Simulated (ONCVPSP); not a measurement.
## Scattering properties, ONCV potential for bromine

bromine (Br), optimised norm-conserving Vanderbilt (ONCV), made with ONCVPSP 4.0.1 (PBE, scalar-relativistic). Core [Ar], reference 3d10 4s2 4p4 (charge +1). Waves: 4s: rc 1.55 bohr, ncon 4, nbas 8, qcut 3.8 1/bohr, 2 projectors, debl 0.9 Ha; 4p: rc 1.40 bohr, ncon 5, nbas 9, qcut 5.1 1/bohr, 2 projectors, debl 3 Ha; 3d: rc 0.65 bohr, ncon 4, nbas 9, qcut 29.3 1/bohr, local. Local part: the d channel. Core correction: none.

In the s channel the program set the typed energies aside and used -1.117, 0.250 Ha.

The phase is arctan(r·R′/R) of the radial function R(r), unwrapped; energies in Ha, scanned from -4 to 5 Ha. A pole is an energy at which the radial function vanishes at the test radius. The pseudo phase is shifted by a multiple of π to meet the all-electron one at the reference energy, and phase errors are pseudo minus all-electron; the curves can meet again beyond the range given. Levels narrower than the energy grid can be missing from the lists of poles.

```csv
channel,radius (bohr),reference energy (Ha),"poles, all-electron","poles, pseudo",unbroken range about the reference energy with phases within 0.05 rad,phase error 1 Ha above the reference energy (rad)
s,1.58,-1.12,1.50,"1.50, 3.23",below 2.9,-0.000
p,1.42,-0.64,4.04,4.00,the whole range,-0.001
d,0.66,-2.86,3.01,3.20,the whole range,+0.001
```

Note: ghosts flagged at negative energy: s at -1131.5 eV, p at -280.6 eV; GHOST(+) flagged for s at 83.7 eV. A true bound ghost makes a file unfit for plane-wave use.

Phases in the d channel:

| E (Ha) | all-electron | pseudo |
| --- | --- | --- |
| -3.98 | -0.859 | -0.859 |
| -3.74 | -0.915 | -0.914 |
| -3.50 | -0.966 | -0.966 |
| -3.26 | -1.013 | -1.013 |
| -3.02 | -1.057 | -1.057 |
| -2.78 | -1.097 | -1.097 |
| -2.54 | -1.134 | -1.134 |
| -2.30 | -1.169 | -1.168 |
| -2.06 | -1.200 | -1.200 |
| -1.82 | -1.230 | -1.229 |
| -1.58 | -1.258 | -1.257 |
| -1.34 | -1.283 | -1.282 |
| -1.10 | -1.307 | -1.306 |
| -0.86 | -1.330 | -1.328 |
| -0.62 | -1.351 | -1.349 |
| -0.38 | -1.371 | -1.369 |
| -0.14 | -1.389 | -1.387 |
| 0.10 | -1.407 | -1.405 |
| 0.34 | -1.424 | -1.421 |
| 0.58 | -1.440 | -1.437 |
| 0.82 | -1.456 | -1.452 |
| 1.06 | -1.470 | -1.466 |
| 1.30 | -1.484 | -1.480 |
| 1.54 | -1.498 | -1.493 |
| 1.78 | -1.511 | -1.505 |
| 2.02 | -1.523 | -1.517 |
| 2.26 | -1.535 | -1.529 |
| 2.50 | -1.547 | -1.540 |
| 2.74 | -1.558 | -1.551 |
| 2.98 | -1.569 | -1.562 |
| 3.22 | -1.580 | -1.572 |
| 3.46 | -1.591 | -1.582 |
| 3.70 | -1.601 | -1.591 |
| 3.94 | -1.611 | -1.601 |
| 4.18 | -1.621 | -1.610 |
| 4.42 | -1.631 | -1.619 |
| 4.66 | -1.640 | -1.628 |
| 4.90 | -1.650 | -1.637 |
